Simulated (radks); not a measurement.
The numbers below are computed, except where a source is named.
Ionisation of neutral magnesium, [Ne] 3s2, to [Ne] 3s1 as the strength of local exchange is varied. Level of theory: scalar-relativistic Kohn-Sham, Slater X-alpha exchange (alpha = 2/3 is LDA exchange), no correlation, spin-polarised, spherical densities, finite nucleus; Fermi nuclear charge, rms radius 3.057 fm (a radial shooting solver on a logarithmic mesh with Libxc functionals).

alpha  E(Mg) (hartree)  exchange (hartree)  IE (eV)  -e of the level emptied (eV)  <r> of it (bohr)
0.665       -198.53284           -14.52378    6.488                    3.865 (3s)             3.217
0.667       -198.57653           -14.57015    6.498                    3.876 (3s)             3.214
0.744       -200.26472           -16.36794    6.902                    4.313 (3s)             3.134
0.96        -205.06432           -21.53823    8.098                    5.639 (3s)             2.933
1.02        -206.41424           -23.00763    8.448                    6.033 (3s)             2.883
?           -199.25475           -15.29107    6.659                    4.050 (3s)             3.181

Which alpha was used in the last row?

Answer. alpha = 0.698. NIST Atomic Spectra Database: 7.646 eV (measured). The Delta-SCF value meets it near alpha = 0.88.
